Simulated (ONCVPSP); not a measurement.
What one change does to a pseudopotential (antimony, ONCV)

```json
{
  "Element": "Sb (Z = 51)",
  "Generator": "ONCVPSP 4.0.1",
  "Type": "optimised norm-conserving Vanderbilt (ONCV)",
  "Functional": "PBEsol",
  "Relativity": "scalar-relativistic",
  "Frozen core": "[Ar] 3d10",
  "Valence charge": "23",
  "Reference configuration": "4s2 4p6 4d10 5s2 5p2.5 (charge +0.5)",
  "Partial waves": "4s+5s: rc 1.25 bohr, ncon 4, nbas 7, qcut 7.6 1/bohr, 2 projectors; 4p+5p: rc 1.55 bohr, ncon 5, nbas 10, qcut 7.1 1/bohr, 2 projectors; 4d: rc 1.45 bohr, ncon 4, nbas 8, qcut 10.3 1/bohr, 1 projector",
  "Local potential": "polynomial inside 0.85 bohr (lpopt 5, dvloc0 0 Ha)",
  "Core correction": "none"
}
```

Change: d: qcut 7.4.

Cutoffs: the cutoffs (Ha) at which the residual kinetic energy of the hardest occupied pseudo-wave falls to 1 and 0.1 mHa per electron; they do not see the model core or the augmentation charge, which bear on the density cutoff. Errors are all-electron minus pseudo energies relative to the spin-unpolarised reference configuration.

Problem. What does the change do?

Solution. The potential gets harder (41 Ha and 82 Ha → 89 Ha and 115 Ha); the errors of the 4 common tests hardly move; the range in which the d phases agree narrows (upper end at the end of the scan → 1.8); neither file shows a bound ghost.

| quantity | base | changed |
| --- | --- | --- |
| cutoff, loose | 41 Ha | 89 Ha |
| cutoff, tight | 82 Ha | 115 Ha |
| loose cutoff by channel | s 30 Ha, p 23 Ha, d 41 Ha | s 30 Ha, p 23 Ha, d 89 Ha |
| bound ghosts | none | none |
| GHOST(+) flags under 300 eV | s at 163.7 eV | s at 163.7 eV |
| error for 4s2 4p6 4d10 5s2 5p3, meV [ΔE -3.27 eV] | +0.7 | +0.7 |
| error for 4s2 4p6 4d10 5s2 5p2, meV [ΔE 5.07 eV] | -1.2 | -1.2 |
| error for 4s2 4p6 4d10 5s2 5p1, meV [ΔE 21.08 eV] | -4.9 | -5.1 |
| error for 4s2 4p6 4d10 5s1 5p3, meV [ΔE 13.84 eV] | -1.8 | -2.0 |
| s: phases at 1.27 bohr within 0.05 rad from the reference energy up to (Ha; the scan ends near 5) | to the end of the scan | to the end of the scan |
| p: phases at 1.58 bohr within 0.05 rad from the reference energy up to (Ha; the scan ends near 5) | to the end of the scan | to the end of the scan |
| d: phases at 1.47 bohr within 0.05 rad from the reference energy up to (Ha; the scan ends near 5) | to the end of the scan | 1.8 |
